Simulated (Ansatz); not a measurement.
B(PF3)H3 (BPH3F3): single points at one geometry.

```yaml
crystal:
  periodic: [false, false, false]
  atoms:
    - {symbol: B, position_ang: [-0.002759, 0.003650, -1.100628]}
    - {symbol: F, position_ang: [-1.400329, 0.078988, 1.494046]}
    - {symbol: F, position_ang: [0.778035, 1.168903, 1.491540]}
    - {symbol: F, position_ang: [0.632703, -1.262617, 1.483853]}
    - {symbol: P, position_ang: [0.001399, -0.002429, 0.743751]}
    - {symbol: H, position_ang: [1.189429, -0.062126, -1.372682]}
    - {symbol: H, position_ang: [-0.541521, 1.070629, -1.366722]}
    - {symbol: H, position_ang: [-0.656936, -0.994999, -1.373158]}
basis:
  gaussian: {orbitals: def2-SVP, initial_orbitals: start.molden}
correlation: {method: ccsd_t}
scf: {omitted_lower_state_checks: [starts]}
output: {orbitals: {seedname: orbitals}}
```

The file start.molden holds the orbitals of an earlier run on this structure, at another level or in another basis.

```sh
$ ansatz run in.yaml --threads 2 --pin off --events-out ev --progress --plain --max-ram 4352MiB
```

It prints (some lines left out):

```
Functional definition: HF
  name "HF"
  cite "Fock, Z. Phys. 61, 126 (1930) doi:10.1007/BF01340294"
  parent pbe
  exchange = exact_x
  correlation = 0
these checks for a lower state are left out or cut short: starts
836 factors; integrals over basis functions are off by at most 1.3e-3 eV
mean field evaluation 1: about -18099.0239 eV, gradient 2.3e1 eV
mean field evaluation 2: about -18099.9742 eV, gradient 9.9e-1 eV
mean field evaluation 4: about -18100.0474 eV, gradient 7.2e-3 eV
mean field evaluation 8: about -18100.0474 eV, gradient 1.4e-6 eV
mean field -18100.04736522 eV, -665.1644720190 hartree, gradient 1.5e-6 eV, S^2 0.000000; 0 other end points of the search recorded, 0 dependent functions left out
9 core orbitals not correlated: weight in the atoms' cores, before any rotation towards them, 1.000 or more for the frozen orbitals, at most 0.000 for the correlated occupied ones
reference -18100.04736522 eV, -665.1644720190 hartree; 16, 16 occupied and 64, 64 virtual orbitals, 836 factors
second order -21.42292542 eV of doubles, -0.00000000 eV of singles
cycle   1  -21.57597498 eV  change   -1.5e-1 eV  update   1.1e-1
cycle   2  -22.06735596 eV  change   -4.9e-1 eV  update   3.1e-2
cycle   3  -22.19225369 eV  change   -1.2e-1 eV  update   1.6e-2
cycle   4  -22.18571345 eV  change    6.5e-3 eV  update   3.1e-3
cycle   5  -22.18348939 eV  change    2.2e-3 eV  update   1.3e-3
cycle   6  -22.18379687 eV  change   -3.1e-4 eV  update   3.5e-4
cycle   7  -22.18354654 eV  change    2.5e-4 eV  update   1.1e-4
cycle   8  -22.18347573 eV  change    7.1e-5 eV  update   2.7e-5
cycle   9  -22.18349423 eV  change   -1.8e-5 eV  update   8.7e-6
perturbative correction -0.46187875 eV, -0.0169737310 hartree
Total energy: -18122.69273820 eV, -665.9966741264 hartree
Checks for a lower state left out: starts
```

It took 3.8 s on 2 threads of Intel Xeon Platinum 8488C on a shared host.

The first input with `gaussian: {orbitals: def2-TZVP, initial_orbitals: start.molden}`, `hamiltonian: {xc: r2scan, dispersion: d4}` and without the key `correlation` (abridged; 2.8 s):

```
Functional definition: r2SCAN
mean field -18167.20063039 eV, -667.6323089961 hartree, gradient 1.8e-5 eV, S^2 0.000000
Total energy: -18167.23450007 eV, -667.6335536839 hartree
Checks for a lower state left out: starts
```

As the first input, with `gaussian: {orbitals: def2-TZVP, initial_orbitals: start.molden}`, `hamiltonian: {xc: {name: r2SCANh}, dispersion: d4}` and without the key `correlation` (abridged; 3.4 s):

```
Functional definition: r2SCANh
mean field -18166.63164286 eV, -667.6113990899 hartree, gradient 1.3e-5 eV, S^2 0.000000
Total energy: -18166.66736685 eV, -667.6127119222 hartree
Checks for a lower state left out: starts
```

As the first input, with `gaussian: {orbitals: def2-TZVP, initial_orbitals: start.molden}`, `hamiltonian: {xc: lda}` and without the key `correlation` (abridged; 1.1 s):

```
Functional definition: SPW92
mean field -18077.66760529 eV, -664.3420310111 hartree, gradient 3.7e-5 eV, S^2 0.000000
Total energy: -18077.66763767 eV, -664.3420322011 hartree
Checks for a lower state left out: starts
```

The first input with `gaussian: {orbitals: def2-TZVP, initial_orbitals: start.molden}`, `hamiltonian: {xc: pbe, dispersion: d4}`, `output: {forces: true, orbitals: {seedname: orbitals}}` and without the key `correlation` (abridged; 2.1 s):

```
Functional definition: PBE
mean field -18158.45813775 eV, -667.3110283173 hartree, gradient 1.5e-5 eV, S^2 0.000000
Total energy: -18158.60198251 eV, -667.3163145148 hartree
Atom 0 force    -0.000402     0.000526    -0.191037 eV/Å
Atom 1 force     0.748288    -0.044004    -0.385634 eV/Å
Atom 2 force    -0.415189    -0.625456    -0.383901 eV/Å
Atom 3 force    -0.336842     0.673282    -0.379893 eV/Å
Atom 4 force     0.003614    -0.003581     1.123558 eV/Å
Atom 5 force    -0.235667     0.012398     0.072030 eV/Å
Atom 6 force     0.107128    -0.211206     0.071875 eV/Å
Atom 7 force     0.129070     0.198042     0.073002 eV/Å
Dipole moment:     0.000425    -0.000779     0.237033 e Å
Checks for a lower state left out: starts
```

First input, but with `gaussian: {orbitals: def2-TZVP, initial_orbitals: start.molden}`, `hamiltonian: {xc: {name: revPBE}, dispersion: d4}` and without the key `correlation` (abridged; 1.6 s):

```
Functional definition: revPBE
mean field -18166.75321649 eV, -667.6158668382 hartree, gradient 2.2e-5 eV, S^2 0.000000
Total energy: -18167.22615509 eV, -667.6332470114 hartree
Checks for a lower state left out: starts
```

First input, but with `hamiltonian: {xc: pbe, dispersion: d4}` and without the key `correlation` (abridged; 0.85 s):

```
Functional definition: PBE
mean field -18143.49873768 eV, -666.7612805045 hartree, gradient 1.8e-5 eV, S^2 0.000000
Total energy: -18143.64257304 eV, -666.7665663568 hartree
Checks for a lower state left out: starts
```

Geometry: PBE-D4/def2-SVP.

Correlated methods freeze 9 core orbitals. Another isomer (singlet) lies 1.86 eV lower at PBE0-D4/def2-TZVP; other spin states weren't run for this one.
